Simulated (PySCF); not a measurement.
CuCl2, SMILES [Cl][Cu-][Cl], charge -1, multiplicity 1. The structure is a stationary point at PBE-D3(BJ)/def2-SVPD. The spin state was assumed, not searched.

Computed equilibrium geometry at PBE-D3(BJ)/def2-SVPD (PySCF confirms it by a frequency run) as bond lengths and angles, and its point group:
point group D∞h.
Atoms: Cu1 Cl2 Cl3. Bonds (Å): Cu1–Cl2 2.158, Cu1–Cl3 2.158. Angles (°): Cl2–Cu1–Cl3 180.0.
Charge -1, spin multiplicity 1.
